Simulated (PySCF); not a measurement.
# Magnetisability: `FC(F)(F)CP[P@@H](=S)CCP`, C$_{4}$H$_{10}$F$_{3}$P$_{3}$S

Geometry:
```
atom   x (Å)   y (Å)   z (Å)
  F1   4.171   0.359  -1.205
  C2   3.277   0.457  -0.219
  F3   3.875   1.140   0.775
  F4   2.287   1.253  -0.662
  C5   2.772  -0.887   0.243
  P6   1.404  -0.738   1.502
  P7  -0.148  -0.162   0.026
  S8  -0.044  -1.094  -1.669
  C9  -1.663  -0.543   1.007
 C10  -2.905  -0.342   0.153
 P11  -2.951   1.403  -0.496
 H12   3.615  -1.444   0.660
 H13   2.376  -1.430  -0.628
 H14   1.666   0.581   1.883
 H15  -0.185   1.234  -0.035
 H16  -1.575  -1.586   1.334
 H17  -1.679   0.098   1.895
 H18  -2.854  -1.008  -0.716
 H19  -3.812  -0.573   0.717
 H20  -3.390   1.978   0.699
 H21  -4.245   1.320  -1.002
```

Computed, not measured: GIAO X3LYP/STO-3G magnetisability, non-relativistic, IEF-PCM chloroform (PySCF). Geometry: GFN2-xTB.

Task: What are the magnetisability and the molar susceptibility?

Result: Isotropic -2311 × 10⁻³⁰ J/T², or -139.2 × 10⁻⁶ cm³/mol; principal values -2451, -2323, -2158 × 10⁻³⁰ J/T², anisotropy 254 × 10⁻³⁰ J/T² (root of half the summed squared differences of the principal values). The susceptibility is in cgs units.

Task: Split it along the inertial axes a, b, c into diamagnetic and paramagnetic parts about the centre of mass, with the quadrupole moment.

Result: 
| axis | χ (10⁻⁶ cm³/mol) | diamagnetic (10⁻⁶ cm³/mol) | paramagnetic (10⁻⁶ cm³/mol) | summed x² of all electrons (Å²) | quadrupole Θ (D Å) |
| --- | --- | --- | --- | --- | --- |
| a | -139.3 | -1133.4 | 994.1 | 738.7 | +7.92 |
| b | -139.1 | -3658.2 | 3519.1 | 143.5 | -3.54 |
| c | -139.0 | -3742.7 | 3603.7 | 123.6 | -4.39 |

Anisotropies 2χaa − χbb − χcc = -0.4 and 2χbb − χaa − χcc = +0.1 × 10⁻⁶ cm³/mol. Θ is traceless in Buckingham's convention.
